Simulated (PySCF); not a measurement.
Correlation energy of Cl⁺ (chlorine, charge +1)

[Ne] 3s1 3p5, high-spin 3P determinant (an excited configuration). All numbers are calculated (PySCF 2.14, scalar relativity by spin-free X2C-1e, in x2c-QZVPPall (9s6p4d2f1g, 70 functions)). Frozen: [Ne]; 6 electrons correlated.

```json
{"level": "CCSD", "correlation energy (mhartree)": "-246.53"}
{"level": "(T)", "correlation energy (mhartree)": "-21.57"}
{"level": "CCSD(T)", "correlation energy (mhartree)": "-268.10"}
```

Diagnostics: T1 = 0.018, D1 = 0.0389, largest double amplitude 0.204.

A double-excitation amplitude exceeds 0.15, a sign of near-degeneracy.

Cost of the coupled-cluster step: of the order of 20 core-seconds, for 6 correlated electrons.
